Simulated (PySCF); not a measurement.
**Sn(OH)2: BP86 against PBE0**

Base calculation in PySCF with density fitting and no spin–orbit coupling, BP86/def2-TZVP (scalar-relativistic core potentials): singlet, C2v, O–H 0.974 Å (×2), Sn–O 2.014 Å (×2); H–O–Sn 116.7° (×2), O–Sn–O 101.0°; wavenumbers 183, 291, 375, 542, 556, 605, 731, 3693, 3694 cm⁻¹; dipole moment 0.37 D, gap between the highest occupied and lowest empty levels 4.01 eV, polar-tensor charge of Sn 1.06 e, atomisation energy (no zero-point energy) 1745 kJ/mol.

Question: What changes on going to PBE0/def2-TZVP (scalar-relativistic core potentials)?

Answer: The point group stays the same. Changes: mean bond to Sn -0.033 Å, highest wavenumber +189 cm⁻¹, lowest wavenumber +17 cm⁻¹, dipole moment +0.02 D, gap between the highest occupied and lowest empty levels +1.87 eV, polar-tensor charge of Sn +0.12 e, atomisation energy (no zero-point energy) -107 kJ/mol. The new structure has O–H 0.960 Å (×2), Sn–O 1.981 Å (×2); H–O–Sn 118.8° (×2), O–Sn–O 99.7°, with wavenumbers 200, 289, 385, 581, 601, 611, 744, 3882, 3883 cm⁻¹.

Each species is the lowest minimum found with this bonding; other isomers or fragments can lie lower.
